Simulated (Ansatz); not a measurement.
`C[CH](C)[Ge][OH]` + H–F → `[OH][Ge][F]` + `CCC`  (ligand exchange at a Ge–C bond)

Program: Ansatz. Geometries: PBE0-D4/def2-TZVP. ΔE: electronic, gas phase. CBS: MP2 limit from def2 TZ/QZ plus the TZ coupled-cluster correction, frozen cores. This one scheme is used for every species. DFT in def2-TZVPP. HSE06 is defined as in plane-wave codes. For Ge outer-core shells are correlated without core-valence functions, which leaves a few kJ/mol of doubt a bond. Scalar relativity is left out up to krypton. Each species was taken in one conformer, which may not be the lowest.

CCSD(T)/CBS gives -36.5 kcal/mol.

Problem. Another level gave -41.4 kcal/mol. Which?
A. HSE06-D4/def2-TZVPP
B. r2SCAN/def2-TZVPP
C. B97M-V/def2-TZVPP
D. PBE0/def2-TZVPP

Solution. B. r2SCAN -41.4, PBE0 -39.9, B97M-V -42.9, HSE06-D4 -37.9 kcal/mol.

Problem. What do rigid-rotor, harmonic-oscillator terms from PBE0-D4/def2-TZVP frequencies (298.15 K, 1 bar) make of the CCSD(T)/CBS value? (An estimate is asked.)

Solution. Computed: ΔZPE = +1.9 kcal/mol, ΔH = -35.6 kcal/mol, ΔS = 14 J/(mol·K), ΔG = -36.6 kcal/mol. Modes under 50 cm⁻¹ make the entropy rough.

Largest T1 diagnostic among the species: 0.015.

From BLYP to BHLYP (50 % exact exchange), in def2-TZVPP and without D4, ΔE moves by +0.9 kcal/mol. The D4 term adds +3.6 kcal/mol with B3LYP and +2.0 kcal/mol with PBE0; it sums over pairs of atoms, weighted by their polarisabilities, and B3LYP, whose exchange is more repulsive, gets the larger term. At CCSD(T), def2-SVP lies −4.1 kcal/mol from the extrapolated value and def2-TZVPP −0.5 kcal/mol.

CCSD(T)/CBS has its own doubt, a few kJ/mol and more with outer-core shells, so smaller differences from it don't rank the levels.

B3LYP here is the variant with VWN-RPA as its local correlation; programs differ in this.
